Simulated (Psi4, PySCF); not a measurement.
CH$_{5}$N$_{2}$S, charge +1, singlet, geometry from GFN2-xTB. Base run: HF/6-31G, TDHF run with PySCF.

Here is a job for PySCF.
```python
from pyscf import gto, scf, tdscf

mol = gto.M(
    atom='''
N     1.144349   -1.060362   -0.251063
C     0.119105   -0.235394   -0.050813
N    -1.237695   -0.947136   -0.141833
S     0.093242    1.340962    0.261319
H     1.064422   -2.047133   -0.442946
H     2.075682   -0.672325   -0.208428
H    -1.955910   -0.223575    0.027200
H    -1.338686   -1.685851    0.570243
H    -1.398583   -1.361652   -1.072018
''',
    basis='6-31g',
    charge=1,
    spin=0,
    verbose=4,
)

mf = scf.RHF(mol)
mf.kernel()
td = mf.TDHF()
td.nstates = 5
td.kernel()
td.analyze()
```

Programs used: Psi4, PySCF; a row that names a program was run with it.

Variants of this job, named by their change:

```csv
change,first excitation (eV),oscillator strength of the first,second (eV)
base,4.22,0.000,5.88
guess vectors = 13 for 5 states,4.22,0.000,5.88
functional = camb3lyp,3.71,0.000,5.68
basis = 6-31+G*,___,0.000,5.68
code = psi4,4.22,0.000,5.88
functional = bhandhlyp,___,0.000,___
response = Tamm-Dancoff,4.30,0.000,6.24
nstates = 15,4.22,0.000,5.88
conv_tol = 1e-3,4.22,0.000,5.88
functional = pbe,3.69,0.000,5.21
functional = m062x,___,0.000,___
```

Some entries are withheld; supply them.


- basis = 6-31+G*, first excitation (eV): 4.09
- functional = bhandhlyp, first excitation (eV): 3.86
- functional = bhandhlyp, second (eV): 5.77
- functional = m062x, first excitation (eV): 3.62
- functional = m062x, second (eV): 5.66

An iterative solver can miss low states, so a row lists the states that it found.
